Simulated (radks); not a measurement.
Valence configurations of Cr III (all share [Ar]). Method: scalar-relativistic Kohn-Sham, PBEsol, spin-polarised, spherical densities, finite nucleus; open shells are filled with parallel spins first; Fermi nuclear charge, rms radius 3.6452 fm; computed with a radial shooting solver on a logarithmic mesh with Libxc functionals. Energies are relative to 3d4; eigenvalues in eV for spin up.

[
 {"valence": "3d4", "E (eV)": "0.000", "moment (Bohr magnetons)": "4", "e(3d)": "-24.136", "e(4p)": "-", "e(4s)": "-"},
 {"valence": "3d3.5 4s0.5", "E (eV)": "2.916", "moment (Bohr magnetons)": "4", "e(3d)": "-26.894", "e(4p)": "-", "e(4s)": "-20.312"},
 {"valence": "3d2 4p2", "E (eV)": "29.213", "moment (Bohr magnetons)": "4", "e(3d)": "-38.083", "e(4p)": "-18.789", "e(4s)": "-"},
 {"valence": "3d2.5 4s1.5", "E (eV)": "12.220", "moment (Bohr magnetons)": "3", "e(3d)": "-32.811", "e(4p)": "-", "e(4s)": "-22.436"},
 {"valence": "3d1.5 4s1.5 4p1", "E (eV)": "31.052", "moment (Bohr magnetons)": "3", "e(3d)": "-40.386", "e(4p)": "-18.937", "e(4s)": "-25.388"},
 {"valence": "3d3 4p1", "E (eV)": "12.397", "moment (Bohr magnetons)": "4", "e(3d)": "-30.874", "e(4p)": "-16.410", "e(4s)": "-"},
 {"valence": "3d3 4s1", "E (eV)": "6.609", "moment (Bohr magnetons)": "4", "e(3d)": "-29.801", "e(4p)": "-", "e(4s)": "-21.586"},
 {"valence": "3d3.5 4p0.5", "E (eV)": "5.698", "moment (Bohr magnetons)": "4", "e(3d)": "-27.442", "e(4p)": "-15.073", "e(4s)": "-"},
 {"valence": "3d1.5 4s1 4p1.5", "E (eV)": "32.995", "moment (Bohr magnetons)": "4", "e(3d)": "-40.865", "e(4p)": "-19.411", "e(4s)": "-25.931"},
 {"valence": "3d1.5 4s2 4p0.5", "E (eV)": "28.586", "moment (Bohr magnetons)": "2", "e(3d)": "-39.839", "e(4p)": "-18.326", "e(4s)": "-24.729"}
]

NIST lists [Ar] 3d4 as the ground configuration; this level of theory agrees among the configurations tried. The energies are those of spherical high-spin densities, not of single terms.
